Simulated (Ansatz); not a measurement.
Ansatz (a program for electronic structure) input file for In(Cl)(vinyl)2 (C₄H₆ClIn), SMILES C=[CH][In]([Cl])[CH]=C, ωB97X-V/def2-SVPD. The structure is a stationary point at PBE-D3(BJ)/def2-SVP. The def2 effective core potentials stand for the cores of In; spin–orbit coupling is left out. One conformer was computed; it need not be the lowest.

Ansatz 0.2 input:
```yaml
crystal:
  periodic: [false, false, false]
  atoms:
    - {symbol: In, position_ang: [-0.08077875, 0.14459592, -0.00000000]}
    - {symbol: Cl, position_ang: [1.88039866, -1.24047592, 0.00000000]}
    - {symbol: C, position_ang: [0.38424436, 2.24027473, -0.00000000]}
    - {symbol: C, position_ang: [-0.55424986, 3.20704016, 0.00000000]}
    - {symbol: H, position_ang: [1.45261456, 2.52128687, -0.00000000]}
    - {symbol: H, position_ang: [-0.28475797, 4.27996965, 0.00000000]}
    - {symbol: H, position_ang: [-1.63744160, 2.99229622, 0.00000000]}
    - {symbol: C, position_ang: [-1.80342326, -1.13714591, -0.00000000]}
    - {symbol: C, position_ang: [-1.62827467, -2.47280684, 0.00000000]}
    - {symbol: H, position_ang: [-2.82415394, -0.71510672, 0.00000000]}
    - {symbol: H, position_ang: [-2.48382752, -3.17393682, -0.00000000]}
    - {symbol: H, position_ang: [-0.62083112, -2.92579160, -0.00000000]}
basis:
  gaussian:
    orbitals: def2-SVPD
hamiltonian:
  xc: {name: wB97X-V}
```

Output:

```
WARN ansatz: RAYON_NUM_THREADS=2 ignored (pool sized by the plan → 2); use --threads N
Functional definition: wB97X-V
integrals: 0.21 GiB planned
1702 factors; their error is unknown
integrals: 0.23 GiB planned
642 factors; integrals over basis functions are off by at most 2.0e-5 eV
mean field: 1.94 GiB planned
mean field evaluation 1: about -21927.4028 eV, gradient 3.9e1 eV
mean field evaluation 2: about -21929.7598 eV, gradient 2.7e1 eV
mean field evaluation 4: about -21931.6234 eV, gradient 6.9e-1 eV
mean field evaluation 8: about -21931.6764 eV, gradient 2.8e-1 eV
mean field evaluation 16: about -21931.6765 eV, gradient 5.9e-5 eV
mean field -21931.67653982 eV, -805.9742470141 hartree, gradient 1.9e-5 eV, S^2 0.000000; 0 other end points of the search recorded, 0 dependent functions left out
reference -21931.67653682 eV, -805.9742469039 hartree; 34, 34 occupied and 153, 153 virtual orbitals, 1702 factors
Total energy: -21931.67653682 eV, -805.9742469039 hartree
```

The calculation finished and met its thresholds.
